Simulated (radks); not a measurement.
All-electron atom: Xe21+ in [Ar] 3d10 4s2 4p3. All-electron calculation, scalar-relativistic Kohn-Sham, PBE, spin-polarised, spherical densities, point nucleus; open shells are filled with parallel spins first (spin-orbit coupling, left out, can overturn this in heavy ions). Program: a radial shooting solver on a logarithmic mesh with Libxc functionals.

Unscreened Slater integrals over Kohn-Sham orbitals (hartree). They are taken over the spin-up orbitals. Empty in this configuration: 4d.

integral     value
F0(4p,4p)   1.3459
F2(4p,4p)  0.70935
F0(4p,4s)   1.3655
G1(4p,4s)  0.93133
F0(4p,3d)   1.7111
F2(4p,3d)  0.47316
G1(4p,3d)  0.15570
G3(4p,3d)  0.15534
F0(4p,3p)   1.6878
F2(4p,3p)  0.50253
G0(4p,3p)  0.13471
G2(4p,3p)  0.16292
F0(4p,4d)   1.3265
F2(4p,4d)  0.68755
G1(4p,4d)  0.86497
G3(4p,4d)  0.55192
F0(4s,4s)   1.3868
F0(4s,3d)   1.7461
G2(4s,3d)  0.16024
F0(4s,3p)   1.7224
G1(4s,3p)  0.16589
F0(4s,4d)   1.3454
G2(4s,4d)  0.67987
F0(3d,3d)   3.2926
F2(3d,3d)   1.6614
F4(3d,3d)   1.0649
F0(3d,3p)   3.1060
F2(3d,3p)   1.5010
G1(3d,3p)   1.6861
G3(3d,3p)   1.0971
F0(3d,4d)   1.6924
F2(3d,4d)  0.46939
F4(3d,4d)  0.23162
G0(3d,4d)  0.15537
G2(3d,4d)  0.19156
G4(3d,4d)  0.14922
F0(3p,3p)   2.9944
F2(3p,3p)   1.5084
F0(3p,4d)   1.6582
F2(3p,4d)  0.47081
G1(3p,4d)  0.11033
G3(3p,4d)  0.11740
F0(4d,4d)   1.3104
F2(4d,4d)  0.67412
F4(4d,4d)  0.45951

Derived for the open shells (J is the average intra-shell exchange parameter used in DFT+U). 4p: J = F2/5 = 0.1419 hartree.
